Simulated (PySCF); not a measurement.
# Worked example: chemical shift, span and skew from a shielding tensor

B(H)2(SiH3) (BH₅Si), SMILES [SiH3]B. Atoms are numbered in the order given.

```xyz
7

B      1.4379    -0.0212     0.0000
H      2.0563     0.0024     1.0181
H      2.0563     0.0024    -1.0181
Si    -0.5718    -0.0050     0.0000
H     -0.9587     1.4351     0.0000
H     -1.1693    -0.6321    -1.2049
H     -1.1693    -0.6321     1.2049
```
Charge 0, spin multiplicity 1.

The structure is a stationary point at B3LYP-D3(BJ)/def2-TZVP.

GIAO shieldings from KT2/pcSseg-2 (PySCF), non-relativistic, no solvent. The symmetric part of the tensor of Si4 has the principal values 436.8, 458.0, 479.0 ppm. The same nucleus in TMS has σ = 351.7 ppm at this level (PySCF, at its B3LYP-D3(BJ)/def2-TZVP geometry).

**Question.** Work out the isotropic shielding, the ²⁹Si shift against TMS, the span and the skew.

**Answer.** 
σ(iso) = (σ11 + σ22 + σ33)/3 = 457.9 ppm. δ = σ(ref) − σ(iso) = 351.7 − (457.9) = -106.2 ppm.
Span Ω = σ33 − σ11 = 42.2 ppm. Skew κ = 3(σ(iso) − σ22)/Ω = 0.00. Tumbling in solution averages the tensor to δ; in a static solid the shielding alone would spread this spin-1/2 line over Ω.
